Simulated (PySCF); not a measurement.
PySCF input (M06-2X/def2-TZVPD):

```python
from pyscf import gto, scf, dft

mol = gto.M(
    atom='''
    C     2.25906370   -0.29403587   -0.19427729
    Sn   -0.13703049    0.01783565    0.01178449
    O    -0.76213285   -0.92329279   -1.55211968
    O    -0.25860705    1.94275606   -0.03482611
    O    -0.46845117   -0.82563270    1.71501478
    H     2.30619735   -0.44381190   -1.26833634
    H     2.57692483    0.66612543    0.19981896
    H     2.35972509   -1.16503014    0.44563952
    H    -1.05450245   -1.83748750   -1.41234547
    H    -0.46675519    2.33710373   -0.89618146
    H    -0.51091887   -0.23511161    2.48329215
    ''',
    basis='def2-tzvpd',
    ecp='def2-tzvp',
    charge=1,
    spin=1,
    verbose=4,
)

mf = dft.UKS(mol, xc='m062x').density_fit(auxbasis='def2-universal-jkfit')
mf.grids.level = 4
mf.conv_tol = 1e-9
mf.max_cycle = 100
mf.max_memory = 1500
mf.kernel()
if not mf.converged:
    mf = mf.newton()
    mf.kernel(mf.make_rdm1())
for _ in range(2):
    mo, _, stable, _ = mf.stability(return_status=True)
    if stable:
        break
    mf.kernel(mf.make_rdm1(mo, mf.mo_occ))
mf.analyze()
```

End of the output:

```
Extra cycle  E= -481.341993006176  delta_E= -8.53e-12  |g|= 1.05e-05  |ddm|= 1.82e-05
converged SCF energy = -481.341993006176  <S^2> = 0.75852824  2S+1 = 2.0085101
uhf_internal: lowest eigs of H = [0.21918944 0.21920579 0.25399274]
<class 'pyscf.df.df_jk.DFUKS'> wavefunction is stable in the internal stability analysis
**** SCF Summaries ****
Total Energy =                        -481.341993006175926
Nuclear Repulsion Energy =             297.816211248875561
One-electron Energy =                -1323.241457920854828
Two-electron Energy =                  544.083253665803340
Two-electron Coulomb Energy =          595.218437551740749
DFT Exchange-Correlation Energy =      -51.135183885937437
HOMO-LUMO gap [eV] =                     5.709535249802705
**** MO energy ****
                             alpha | beta                alpha | beta
MO #1   energy= -19.836024538287   | -19.8342911504503  occ= 1 | 1
MO #2   energy= -19.8360215139198  | -19.8342876496288  occ= 1 | 1
MO #3   energy= -19.8360146380512  | -19.8342789972353  occ= 1 | 1
MO #4   energy= -10.80769168846    | -10.803687873944   occ= 1 | 1
MO #5   energy= -5.58264190246544  | -5.58178110398098  occ= 1 | 1
MO #6   energy= -3.90436073923559  | -3.90215469555907  occ= 1 | 1
MO #7   energy= -3.89458635225212  | -3.89426615351956  occ= 1 | 1
MO #8   energy= -3.89458615427477  | -3.89426593269395  occ= 1 | 1
MO #9   energy= -1.42680364229068  | -1.42564696210925  occ= 1 | 1
MO #10  energy= -1.4268034628339   | -1.4256464570408   occ= 1 | 1
MO #11  energy= -1.42669480277954  | -1.42343344498219  occ= 1 | 1
MO #12  energy= -1.40855516895977  | -1.40819309972978  occ= 1 | 1
MO #13  energy= -1.40855508061888  | -1.40819293978651  occ= 1 | 1
MO #14  energy= -1.30232749003071  | -1.29615191944231  occ= 1 | 1
MO #15  energy= -1.27914349405439  | -1.27356083567065  occ= 1 | 1
MO #16  energy= -1.27914218748109  | -1.27355772084329  occ= 1 | 1
MO #17  energy= -1.03537982006987  | -0.995874971939404 occ= 1 | 1
MO #18  energy= -0.82087654017716  | -0.814003199987759 occ= 1 | 1
MO #19  energy= -0.763505550402533 | -0.759502994512989 occ= 1 | 1
MO #20  energy= -0.763503825875866 | -0.759499927099747 occ= 1 | 1
MO #21  energy= -0.731102111627679 | -0.7195187983676   occ= 1 | 1
MO #22  energy= -0.731100576345854 | -0.719517978811311 occ= 1 | 1
MO #23  energy= -0.670479721231999 | -0.661137927124884 occ= 1 | 1
MO #24  energy= -0.642446241004254 | -0.623618999383819 occ= 1 | 1
MO #25  energy= -0.62532442208382  | -0.612772020960782 occ= 1 | 1
MO #26  energy= -0.625321377940853 | -0.612768957795438 occ= 1 | 1
MO #27  energy= -0.602268677116128 | -0.59264299513163  occ= 1 | 1
MO #28  energy= -0.602264820637973 | -0.592637392715077 occ= 1 | 1
MO #29  energy= -0.566599005443589 | -0.356777453332782 occ= 1 | 0
MO #30  energy= -0.227425203934033 | -0.210169899727134 occ= 0 | 0
MO #31  energy= -0.137740209220645 | -0.134167801400699 occ= 0 | 0
MO #32  energy= -0.137203613622012 | -0.134165016476792 occ= 0 | 0
MO #33  energy= -0.137200654269462 | -0.132787884142208 occ= 0 | 0
MO #34  energy= -0.126376856314882 | -0.110879495497795 occ= 0 | 0
MO #35  energy= -0.0880219898839738 | -0.0814411659912227 occ= 0 | 0
MO #36  energy= -0.0782324225974994 | -0.0762369005348478 occ= 0 | 0
MO #37  energy= -0.0782244474327984 | -0.0762303283306807 occ= 0 | 0
MO #38  energy= -0.0674458933876871 | -0.0655888044060885 occ= 0 | 0
MO #39  energy= -0.0674413259143577 | -0.0655855899353137 occ= 0 | 0
MO #40  energy= -0.0562906932288319 | -0.0574448051169847 occ= 0 | 0
MO #41  energy= -0.0562876009925424 | -0.0547082709848273 occ= 0 | 0
MO #42  energy= -0.0554857610594458 | -0.0547050916662299 occ= 0 | 0
MO #43  energy= -0.0362945877729595 | -0.0288280470827139 occ= 0 | 0
MO #44  energy= -0.0256847561111408 | -0.0238240818023641 occ= 0 | 0
MO #45  energy= -0.0256785608717522 | -0.0238193949210394 occ= 0 | 0
MO #46  energy= -0.0212543794929658 | -0.0185884600718244 occ= 0 | 0
MO #47  energy= -0.00652175557703827 | -0.00511531661942495 occ= 0 | 0
MO #48  energy= 0.00148526847237855 | 8.94043378657377e-05 occ= 0 | 0
MO #49  energy= 0.00148627323185042 | 9.10732081937173e-05 occ= 0 | 0
MO #50  energy= 0.0236797015783973 | 0.0271977317820118 occ= 0 | 0
MO #51  energy= 0.0343464301164626 | 0.0355977534298033 occ= 0 | 0
MO #52  energy= 0.0343502428952568 | 0.0356015776012712 occ= 0 | 0
MO #53  energy= 0.0525314708828446 | 0.0522988638051741 occ= 0 | 0
MO #54  energy= 0.0542615539591745 | 0.0546788884796806 occ= 0 | 0
MO #55  energy= 0.0542680216902481 | 0.0546847942819542 occ= 0 | 0
MO #56  energy= 0.0747765626105366 | 0.0733596904372478 occ= 0 | 0
MO #57  energy= 0.0747834992822875 | 0.0733650382643168 occ= 0 | 0
MO #58  energy= 0.0827277529723097 | 0.084708258598077  occ= 0 | 0
MO #59  energy= 0.0902278024128398 | 0.0904817492285599 occ= 0 | 0
MO #60  energy= 0.0902296018125888 | 0.0904840631717353 occ= 0 | 0
MO #61  energy= 0.110655806789261  | 0.112283023068575  occ= 0 | 0
MO #62  energy= 0.110657182507062  | 0.112284587475755  occ= 0 | 0
MO #63  energy= 0.11265466290028   | 0.114752812694664  occ= 0 | 0
MO #64  energy= 0.133793858051345  | 0.13414717206302   occ= 0 | 0
MO #65  energy= 0.138746508325331  | 0.139824658083333  occ= 0 | 0
MO #66  energy= 0.138753851321873  | 0.139827847828985  occ= 0 | 0
MO #67  energy= 0.148213613724735  | 0.148092543853513  occ= 0 | 0
MO #68  energy= 0.161002303730242  | 0.163018307175282  occ= 0 | 0
MO #69  energy= 0.161007882238727  | 0.163022437184658  occ= 0 | 0
MO #70  energy= 0.172602006014731  | 0.169661395794099  occ= 0 | 0
MO #71  energy= 0.178108937356049  | 0.177146969889773  occ= 0 | 0
MO #72  energy= 0.178111220196301  | 0.180376894764174  occ= 0 | 0
MO #73  energy= 0.182457233012793  | 0.180381937421285  occ= 0 | 0
MO #74  energy= 0.185628001873342  | 0.18643095121445   occ= 0 | 0
MO #75  energy= 0.191575654273988  | 0.191054628692099  occ= 0 | 0
MO #76  energy= 0.191581506086289  | 0.19106157539436   occ= 0 | 0
MO #77  energy= 0.209041848810975  | 0.209578842272156  occ= 0 | 0
MO #78  energy= 0.210395340736831  | 0.209581785414334  occ= 0 | 0
MO #79  energy= 0.210402260225795  | 0.211918425929367  occ= 0 | 0
MO #80  energy= 0.236517102733218  | 0.238678884200181  occ= 0 | 0
MO #81  energy= 0.247552686063645  | 0.244082430014727  occ= 0 | 0
MO #82  energy= 0.247564876035198  | 0.244092697826078  occ= 0 | 0
MO #83  energy= 0.257262813195091  | 0.259270374282621  occ= 0 | 0
MO #84  energy= 0.264064577987602  | 0.262624792172821  occ= 0 | 0
MO #85  energy= 0.26406912786715   | 0.262626461218538  occ= 0 | 0
MO #86  energy= 0.288136813670298  | 0.289136711501965  occ= 0 | 0
MO #87  energy= 0.288138251482289  | 0.289148229581453  occ= 0 | 0
MO #88  energy= 0.296060677750205  | 0.297584575074876  occ= 0 | 0
MO #89  energy= 0.310286695532554  | 0.30516125458872   occ= 0 | 0
MO #90  energy= 0.31029096105414   | 0.305166963635854  occ= 0 | 0
MO #91  energy= 0.347196175507878  | 0.348221554467106  occ= 0 | 0
MO #92  energy= 0.349285723816558  | 0.348455593158894  occ= 0 | 0
MO #93  energy= 0.34929193533146   | 0.348462108611771  occ= 0 | 0
MO #94  energy= 0.382094526951111  | 0.377169498517233  occ= 0 | 0
MO #95  energy= 0.382099029117452  | 0.382662008681172  occ= 0 | 0
MO #96  energy= 0.386906095737693  | 0.382666085442217  occ= 0 | 0
MO #97  energy= 0.405646713436072  | 0.405583008487074  occ= 0 | 0
MO #98  energy= 0.445138802463316  | 0.44492519812391   occ= 0 | 0
MO #99  energy= 0.445150066084371  | 0.444932223077626  occ= 0 | 0
MO #100 energy= 0.45973012885176   | 0.459368322197868  occ= 0 | 0
MO #101 energy= 0.466126950319992  | 0.46582424786827   occ= 0 | 0
MO #102 energy= 0.466141827421846  | 0.465839590117245  occ= 0 | 0
MO #103 energy= 0.475009265286131  | 0.482004103630067  occ= 0 | 0
MO #104 energy= 0.494318749277042  | 0.497276180273597  occ= 0 | 0
[...]
```
